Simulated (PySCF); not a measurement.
An unknown is described by computed data only.

Elements present: B, C, H, N and O. Monoisotopic mass: 113.1012 u.

- 13C NMR: chemical shifts (computed TMS as zero) by class: 165.9 (1 C), 91.2 (1 C), 79.7 (1 C), 29.1 (1 C), 25.5 (1 C) ppm [GIAO KT2/pcSseg-1]
- 1H NMR: chemical shifts (computed TMS as zero) by class: 9.81 (1 H), 8.23 (1 H), 4.40 (1 H), 4.23 (1 H), 3.56 (1 H), 3.26 (3 H), 3.20 (1 H), 1.73 (1 H), 1.72 (1 H), 1.68 (1 H) ppm [GIAO KT2/pcSseg-1]
- Polarisability: 87.5 au [B3LYP/def2-SVPD]
- Rotational structure: rotational constants A, B, C: 2.830, 1.869, 1.317 GHz [PBE0-D3(BJ)/def2-SVP]
- NMR, other nuclei: isotropic shieldings of nuclei other than C and H, by class: 103 (1 B), -62 (1 N), 252 (1 O) ppm [GIAO KT2/pcSseg-1]
- UV, first state: lowest singlet excitation: 5.18 eV (239 nm, f = 0.004) [TDDFT B3LYP/def2-SVPD]
- UV, strongest line: among the 10 lowest singlet transitions: S4 at 6.83 eV (182 nm, f = 0.027) [TDDFT B3LYP/def2-SVPD]

The electronic properties come from PySCF, for the isolated species, density fitting. Levels stand in brackets. The structure is a single PBE0-D3(BJ)/def2-SVP conformer in the gas phase; no vibrational or solvent corrections. NMR values are class means; diastereotopic atoms form classes of their own.

Question: Which formula fits the mass and the elements?

Answer: C5H12BNO (calculated 113.1012). No other formula that holds each of these elements comes within 0.0003 u with a fitting electron parity and a possible valence count.

Question: What is the compound? Reason from the data.

Answer: Numbering: `[H]/[N:8]=[CH:7]/[C@@H:6]1[O+:2]([BH3-:1])[CH2:3][CH2:4][CH2:5]1`. 5 carbons fall into 5 classes; from least to most shielded: imine carbon [C7] (165.9 ppm), ring sp3 carbon bound to oxygen [C6] (91.2 ppm), ring sp3 carbon bound to oxygen [C3] (79.7 ppm), ring CH2 carbon [C4] (29.1 ppm), ring CH2 carbon [C5] (25.5 ppm). Hydrogen classes from least to most shielded: 1 H on an imine nitrogen, N8 (9.81 ppm), 1 H on an imine carbon, C7 (8.23 ppm), 1 H on an sp3 carbon bound to oxygen, C6 (4.40 ppm), 1 H on an sp3 carbon bound to oxygen, C3 (4.23 ppm), 1 H on an sp3 carbon bound to oxygen, C3 (3.56 ppm), 3 H on a four-coordinate boron, B1 (3.26 ppm), 1 H on a ring CH2 carbon, C5 (3.20 ppm), 1 H on a ring CH2 carbon, C4 (1.73 ppm), 1 H on a ring CH2 carbon, C4 (1.72 ppm), 1 H on a ring CH2 carbon, C5 (1.68 ppm). The other shieldings belong to: 103 ppm, four-coordinate boron [B1]; -62 ppm, imine nitrogen [N8]; 252 ppm, oxygen bonded to B and 2 C [O2]. The optimised geometry has point group C1 and is an asymmetric top. Structure: `C1CC[C@@H]([O+]1[BH3-])/C=N/[H]`. Computed isomers that give other values at the same levels: `[BH3-][N+]#CCOC(C)C` (rotational constant A: 4.255 GHz; this holds for the one conformer computed); `C=C(C)B(O)N(C)C` (lowest singlet excitation: 5.54 eV (224 nm, f = 0.004)). The assignments are read from this structure; whether some other isomer fits the data as well wasn't checked. The mirror image fits equally.
